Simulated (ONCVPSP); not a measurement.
**titanium: one change to an ONCV potential, before and after**

Ti (Z = 22), optimised norm-conserving Vanderbilt (ONCV), made with ONCVPSP 4.0.1 (PBE, scalar-relativistic). Core [Ne] 3s2, reference 3p6 3d2 4s2. Waves: 4s: rc 2.80 bohr, ncon 4, nbas 8, qcut 2.3 1/bohr, 2 projectors, debl 0.7 Ha; 3p: rc 1.75 bohr, ncon 4, nbas 8, qcut 9.5 1/bohr, 2 projectors, debl 1.7 Ha; 3d: rc 2.00 bohr, ncon 4, nbas 8, qcut 7.1 1/bohr, 2 projectors, debl 3 Ha. Local part: polynomial inside 1.15 bohr (lpopt 5, dvloc0 0 Ha). Core correction: Teter function, fcfact 2.75, rcfact 1.45.

Change: d: qcut 4.8.

Cutoffs: the cutoffs (Ha) at which the residual kinetic energy of the hardest occupied pseudo-wave falls to 1 and 0.1 mHa per electron; they do not see the model core or the augmentation charge, which bear on the density cutoff. Errors are all-electron minus pseudo energies relative to the spin-unpolarised reference configuration.

Task: What does the change do?

Result: The potential gets harder (22 Ha and 27 Ha → 56 Ha and 66 Ha); both files keep a bound ghost (s); of the 4 tests that both files solve, the error grows in 3 and shrinks in 1 by more than 15 % and 0.3 meV (median size 132.4 → 186.5 meV).

| quantity | base | changed |
| --- | --- | --- |
| cutoff, loose | 22 Ha | 56 Ha |
| cutoff, tight | 27 Ha | 66 Ha |
| loose cutoff by channel | s 2.6 Ha, p 22 Ha, d 21 Ha | s 2.6 Ha, p 22 Ha, d 56 Ha |
| bound ghosts | s | s |
| GHOST(+) flags under 300 eV | none | none |
| error for 3p6 3d2 4s1, meV [ΔE 7.35 eV] | -1.3 | +0.1 |
| error for 3p6 3d2 4s0, meV [ΔE 20.92 eV] | +8.7 | +14 |
| error for 3p6 3d1 4s0, meV [ΔE 47.87 eV] | +256 | +359 |
| error for 3p5 3d2 4s2, meV [ΔE 45.56 eV] | -269 | -392 |
| s: phases at 2.84 bohr within 0.05 rad from the reference energy up to (Ha; the scan ends near 5) | 1.7 | 1.7 |
| p: phases at 1.77 bohr within 0.05 rad from the reference energy up to (Ha; the scan ends near 5) | to the end of the scan | to the end of the scan |
| d: phases at 2.03 bohr within 0.05 rad from the reference energy up to (Ha; the scan ends near 5) | to the end of the scan | to the end of the scan |
| rms error of d²Exc/dni dnj with the model core, mHa | 3.17 | 3.44 |

 A true bound ghost makes a file unfit for plane-wave use even where its test errors are small: the radial tests pick states by their node count and pass the ghost by.
